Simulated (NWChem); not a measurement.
diarsenic (As2); SMILES [As]#[As]

```xyz
2

As     0.0000     0.0000     1.0593
As     0.0000     0.0000    -1.0593
```
Atoms are numbered in this order, from 1.

Structure relaxed at the B3LYP/6-31G* (spherical d) level.

List the 4 lowest vertical singlet excitations from PBE0/def2-SVPD, TDA (NWChem).


```csv
state,energy (eV),oscillator strength,leading excitation (squared amplitude)
S1,2.92,0.000,HOMO−1 → LUMO (0.50)
S2,3.30,0.000,HOMO−1 → LUMO (0.49)
S3,3.30,0.000,HOMO−1 → LUMO+1 (0.49)
S4,3.87,0.000,HOMO−2 → LUMO (0.98)
```
